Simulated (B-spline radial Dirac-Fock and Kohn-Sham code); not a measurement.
# Scattering functions of Nd²³⁺

System: neodymium as Nd²³⁺, [Kr] 4d1.

These are calculated numbers from a radial B-spline solver; the model is Dirac-Fock densities. f₀ is the Fourier transform of the spherical electron density, S the Waller-Hartree incoherent function, and s = sin θ/λ. The electron scattering factor follows from the Mott-Bethe formula f_e = 0.023934 Å⁻¹·(Z − f₀)/s².

```
s (Å⁻¹)      f₀       S  f_e (Å)
      0  37.000   0.000        –
   0.05  36.912   0.085  221.033
    0.1  36.651   0.336   55.883
   0.15  36.224   0.741   25.291
    0.2  35.642   1.283   14.574
   0.25  34.921   1.937    9.604
    0.3  34.078   2.680    6.893
   0.35  33.134   3.486    5.249
    0.4  32.110   4.332    4.172
   0.45  31.028   5.198    3.424
    0.5  29.909   6.069    2.881
    0.6  27.639   7.781    2.151
    0.7  25.433   9.414    1.688
    0.8  23.385  10.949    1.369
    0.9  21.543  12.380    1.136
      1  19.920  13.703    0.959
    1.1  18.499  14.917    0.821
    1.2  17.251  16.024    0.711
    1.4  15.131  17.960    0.548
    1.6  13.322  19.623    0.436
    1.8  11.705  21.111    0.357
      2  10.257  22.471    0.298
    2.5   7.500  25.362    0.201
      3   5.936  27.603    0.144
    3.5   5.102  29.329    0.107
      4   4.549  30.674    0.083
      5   3.580  32.592    0.054
      6   2.713  33.815    0.038
```

f₀ starts at the number of electrons, 37, and has fallen to half at s ≈ 1.10 Å⁻¹. The sum of ⟨r²⟩ over the electrons is 4.775 bohr². For an ion f_e diverges as s goes to zero, because of the net charge.
